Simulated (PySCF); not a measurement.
CH6ClFSi2, SMILES Cl[Si@H](C[SiH3])F. Atoms are numbered in the order given.

```xyz
11

F      1.7606    -0.6657     0.7625
Si     0.9302    -0.1546    -0.5315
Cl     0.5016     1.8382    -0.2377
C     -0.6372    -1.1261    -0.6575
Si    -1.9345    -0.7760     0.6750
H      1.8270    -0.2681    -1.7067
H     -1.0912    -0.9407    -1.6464
H     -0.3666    -2.1963    -0.6226
H     -2.9877    -1.8349     0.6288
H     -2.5716     0.5506     0.4351
H     -1.2985    -0.7835     2.0252
```
Charge 0, spin multiplicity 1.

Coordinates come from a PBE0-D3(BJ)/def2-SVP optimisation. The structure was generated by enumeration; whether it is a known compound was not checked. The values are those of a single conformer.

Calculation: PySCF with SMD-PBE0/6-31G*.

Solvation free energies are E(SMD) − E(gas) at the gas-phase geometry, for 1 M in both phases. In vacuum the dipole moment is 2.56 D.

```csv
solvent,ΔG(solv) (kcal/mol),its non-electrostatic (CDS) part,dipole (D)
water,0.2,3.8,3.37
toluene,-2.9,-1.3,2.91
methanol,-4.3,-0.8,3.35
```
